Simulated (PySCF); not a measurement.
**Relaxation of sextet RuSCl**

These are results of PySCF, UB3LYP, basis Ru def2-SVP with ECP28, S def2-SVP, Cl def2-SVP (scalar-relativistic core potentials, no spin–orbit coupling, density fitting), not measurements. A (50,194) grid was used.

A start displaced from a saddle point along its imaginary mode, of Cs symmetry, held to at least that symmetry:

Coordinates in bohr (charge 0 multiplicity 6):
```
Ru    0.0004    0.2867   -0.1330
S    -0.0006   -0.4724   -4.2510
Cl   -0.0005   -0.4036    4.2744
```

Optimiser trace:
```csv
step,E − E(last) (kJ/mol),largest gradient (Eh/bohr)
0,6.82,0.01425
1,4.17,0.00357
2,3.16,0.00370
3,0.97,0.00421
4,0.02,0.00082
5,0.00,0.00019
6,0.00,0.00012
```

It ends at Cs with Ru–Cl 2.311 Å, Ru–S 2.168 Å; Cl–Ru–S 140.2° (after a last refinement on a finer grid). A frequency run shows a minimum. Other isomers or separated fragments may lie lower.

Final geometry:
Z-matrix (Å, degrees; charge 0 multiplicity 6):
```
Ru
S  1 2.1675
Cl 1 2.3113 2 140.19
```

Other spin states or occupations of the open shell can lie lower. At this level a quartet minimum of Cs symmetry lies 33 kJ/mol below this structure.

The relaxation took about 30 core-seconds on a shared host.
